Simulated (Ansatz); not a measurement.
Consider the atomization: `CC#[N+][Cu-][NH2]` → 2 C• + Cu• + 5 H• + 2 N•.

Calculated with Ansatz (gas phase, PBE0-D4/def2-TZVP geometries, no zero-point term in ΔE). CBS: MP2 limit from def2 TZ/QZ plus the TZ coupled-cluster correction, frozen cores. This one scheme is used for every species, atoms too. Functionals use def2-TZVPP. Open shells (•) are unrestricted, without spin–orbit coupling. Spin–orbit coupling would lower the free atoms: a little for C. Bonds to Cu are less sure, by a few kJ/mol each and by 10 to 20 or more in all where they break to atoms, as the def2 sets lack core-valence functions. Scalar relativity is left out up to krypton. Each species was taken in one conformer, which may not be the lowest.

CCSD(T)/CBS gives +894.2 kcal/mol.

Problem. Another level gave +894.2 kcal/mol. Which?
A. PBE0/def2-TZVPP
B. ωB97X-V/def2-TZVPP
C. BHLYP-D4/def2-TZVPP
D. PBE/def2-TZVPP

Solution. B. ωB97X-V 894.2, PBE0 890.6, PBE 925.4, BHLYP-D4 851.2 kcal/mol.

Largest T1 diagnostic among the species: 0.024, so the coupled-cluster value is less sure than usual.

From PBE to PBE0 (25 % exact exchange), in def2-TZVPP and without D4, ΔE moves by −34.8 kcal/mol: exact exchange takes away binding that semilocal exchange gives to molecules. Leaving LDA and LC-ωPBE aside and taking each functional with its dispersion term where it has one, the values, not all of them listed here, spread over 78.1 kcal/mol, from BHLYP-D4 to PBE-D4. LDA lies +120.2 kcal/mol from PBE without D4, its usual overbinding.

For atomizations the MP2-based limit and the directly extrapolated one differ by several kJ/mol either way, and by 10 to 25 for some Ge, Se and Sn compounds, so smaller differences from it don't rank the levels.
